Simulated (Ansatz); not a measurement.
C3H8BClO (`CCOB(C)Cl`). Total charge 0; spin multiplicity 1. All single points use the PBE0-D4/def2-TZVP geometry. It is one conformer, not always the lowest.

```xyz
14

C     0.741    1.908    1.209
C     1.030    0.589    0.542
O    -0.183    0.074    0.000
B    -0.291   -1.088   -0.659
C    -1.664   -1.568   -1.219
Cl    1.157   -2.106   -0.904
H     0.338    2.625    0.492
H     1.658    2.322    1.632
H     0.015    1.783    2.015
H     1.761    0.705   -0.263
H     1.439   -0.133    1.255
H    -2.465   -0.861   -0.994
H    -1.928   -2.545   -0.804
H    -1.608   -1.704   -2.303
```

(1) What is the dipole moment at PBE/def2-TZVPP? (Estimate.)

(2) And with r2SCAN, B3LYP, ωB97M-V? (Best estimate.)

(3) Give the Mulliken charges with PBE, ωB97M-V, B3LYP in def2-TZVPP. (An estimate is asked.)

Results:

(1) Ansatz gave: 1.37 D, with components (0.05, 1.20, 0.66) D in this frame, pointing from negative to positive charge.

(2) Computed: r2SCAN 1.39 D, B3LYP 1.36 D, ωB97M-V 1.36 D.

(3) The calculation gave: 
```csv
atom,PBE,ωB97M-V,B3LYP
C1,-0.25,-0.30,-0.24
C2,0.03,-0.02,0.06
O3,-0.23,-0.30,-0.31
B4,0.25,0.26,0.30
C5,-0.36,-0.35,-0.32
Cl6,-0.20,-0.18,-0.22
H7,0.09,0.11,0.09
H8,0.08,0.10,0.08
H9,0.09,0.11,0.09
H10,0.09,0.11,0.09
H11,0.09,0.11,0.09
H12,0.11,0.11,0.11
H13,0.11,0.12,0.10
H14,0.11,0.12,0.10
```

B3LYP here is the variant with VWN-RPA as its local correlation; programs differ in this.
